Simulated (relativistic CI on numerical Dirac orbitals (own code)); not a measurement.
Transition arrays of La13+

Method of calculation: Dirac-Coulomb-Breit CI, orbitals from a KLI potential per configuration, model QED (radiative potential, 1s self-energy scaled to tabulated hydrogen-like ionisation energies), valence Slater integrals scaled by 0.9, whole transition arrays (own radial code, finite nucleus).

Configuration list (outside the closed core [Ar] 3d10 4s2): 4p6 4d8, 4p6 4d7 4f, 4p5 4d9, 4p6 4d7 5p, 4p6 4d7 5f. Levels of other configurations are missing.

All E1 lines from the levels of 4p6 4d8; mean and standard deviation are weighted by gf, and upper levels are sorted by their leading configuration.

```
Upper configuration  Lines    Σgf  Mean (eV)  Mean (nm)  σ (eV)  Strongest line (nm)
         4p6 4d7 4f    737  327.8     136.16      9.106    2.77                9.061
            4p5 4d9     38    1.1      95.99     12.916    1.96               12.798
         4p6 4d7 5p    472  153.9     134.14      9.243    2.57                9.100
         4p6 4d7 5f    721    1.5     207.26      5.982    2.79                5.966
```

Σgf per state of the lower configuration in bins of 0.02 nm over the central range (centre: value): 8.67: 0.03, 8.71: 0.02, 8.77: 0.05, 8.81: 0.04, 8.89: 0.41, 8.91: 0.03, 8.93: 0.02, 8.95: 0.14, 8.97: 0.15, 8.99: 0.22, 9.01: 0.18, 9.03: 0.08, 9.05: 0.10, 9.07: 1.12, 9.09: 1.24, 9.11: 1.52, 9.13: 0.68, 9.15: 1.25, 9.17: 0.48, 9.19: 0.09, 9.21: 0.22, 9.23: 0.69, 9.25: 0.20, 9.27: 0.11, 9.29: 0.07, 9.31: 0.10, 9.33: 0.10, 9.35: 0.13, 9.37: 0.12, 9.39: 0.11, 9.41: 0.10, 9.43: 0.16, 9.45: 0.07, 9.47: 0.08, 9.49: 0.14, 9.51: 0.14.

**Question.** How do configuration mixing and the scaling of the Slater integrals move the arrays?

**Answer.** Slater scale 0.9, no configuration mixing: 4p6 4d7 4f 133.6 ± 4.5 eV (Σgf 367.7), 4p5 4d9 112.8 ± 8.6 eV (Σgf 46.7), 4p6 4d7 5p 131.7 ± 2.4 eV (Σgf 46.1), 4p6 4d7 5f 206.1 ± 2.7 eV (Σgf 10.8); Slater scale 1: 4p6 4d7 4f 139.0 ± 2.7 eV (Σgf 386.6), 4p5 4d9 94.8 ± 2.1 eV (Σgf 1.0), 4p6 4d7 5p 134.8 ± 3.7 eV (Σgf 104.4), 4p6 4d7 5f 207.6 ± 3.1 eV (Σgf 1.3); Slater scale 0.8: 4p6 4d7 4f 133.4 ± 2.8 eV (Σgf 292.5), 4p5 4d9 97.2 ± 1.8 eV (Σgf 1.3), 4p6 4d7 5p 132.2 ± 1.5 eV (Σgf 179.9), 4p6 4d7 5f 206.9 ± 2.6 eV (Σgf 1.7). With mixing, levels are counted to their leading configuration, so an array can shrink or vanish into another, and the sums then hold other lines.
